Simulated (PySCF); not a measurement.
Species: C8H14OSi.
SMILES with atom numbers: `[CH2:1]=[C:2]([CH3:3])[C@@:4]1([SiH3:5])[CH2:6][C@H:7]1[C:8]([CH3:9])=[O:10]`

NICS = −σ at a ghost point: NICS(0) at the centroid of the ring atoms, NICS(1) 1 Å to either side along the normal of their mean plane, zz for the tensor component along that normal. Level: GIAO PBE0/pcSseg-1 (PySCF, non-relativistic, gas phase) on the GFN2-xTB geometry, one conformer.

Ring bond lengths (Å), with Mayer bond orders in brackets: C4–C6 1.490 (0.96), C6–C7 1.507 (0.91), C7–C4 1.529 (0.88).

Question: Give the NICS values of each ring in ppm.

Answer: 
```
    ring                                            type  NICS(0)  NICS(1), two faces  NICS(1)zz, two faces  rms pucker (Å)  centre to ring atoms, mean (Å)
C4–C6–C7  3-membered carbocycle; formal bonds all single    -44.0         -9.0 / -8.2         -24.1 / -18.2            0.00                            0.87
```

Question: What can be read from them?

Answer: 
- C4–C6–C7: mean NICS(1)zz -21.2 ppm, shielded. C4, C6, C7 have four or more neighbours; no verdict on aromaticity is drawn. The two faces differ by 5.9 ppm, so no symmetry operation interchanges them. NICS(0) lies 35 ppm below the mean NICS(1).

Question: At the second NICS(1) probe listed for ring C4–C6–C7, 1 Å off the ring, what do the in-plane components average?

Answer: The isotropic value is a third of the trace: (3 × -8.2 − (-18.2))/2 = -3.2 ppm.

Conformer computed: `[CH2:1]=[C:2]([CH3:3])[C@@:4]1([SiH3:5])[CH2:6][C@H:7]1[C:8]([CH3:9])=[O:10]`: C1–C2–C4–Si5 79°, C6–C7–C8–C9 -159°.
